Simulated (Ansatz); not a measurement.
## Strength of the N–C bond: C3H6F3N → CH4N + C2H2F3

Species: C3H6F3N (n-methyl-n-(2,2,2-trifluoroethyl)amine) `CNCC(F)(F)F`, singlet; CH4N (methyl amino radical) `C[NH]`, doublet; C2H2F3 `[CH2]C(F)(F)F`, doublet. 

Shapes, held fixed at every level: PBE0-D4/def2-TZVP. Flexible molecules stand in one conformer, not always the lowest. Programs: Ansatz 0.2.0. The zero-point and thermal change to 298 K, harmonic and unscaled (PBE0-D4/def2-TZVP), is -25.8 kJ/mol.

```csv
level,kind,ΔH(298 K) (kJ/mol),less CCSD(T)/CBS estimate
HF/def2-SVP,Hartree–Fock,+223.6,-132.7
SPW92/def2-TZVPP,LDA,+426.6,+70.3
r2SCAN-D4/def2-TZVPP,meta-GGA,+313.9,-42.4
BHLYP-D4/def2-TZVPP,global hybrid,+316.9,-39.4
wB97M-V/def2-TZVPP,range-separated hybrid,+352.9,-3.4
B2PLYP/def2-TZVPP,double hybrid,+332.2,-24.1
CCSD/def2-TZVPP,coupled cluster or CI,+333.3,-23.0
CCSD(T)/CBS estimate,coupled cluster or CI,+356.3,0.0
```

The highest level, CCSD(T)/CBS estimate, gives ΔH(298 K) = +356.3 kJ/mol; the levels span +223.6 to +426.6. The column of differences is taken from that level and isn't an error. Hartree–Fock misses the correlation of the pair that is broken and comes out low. No measured value is set beside it here. Open shells run unrestricted unless RO is named. The CBS estimate extrapolates MP2 from def2-TZVPP and def2-QZVPP and adds CCSD(T) − MP2 in the triple-zeta set, cores frozen.
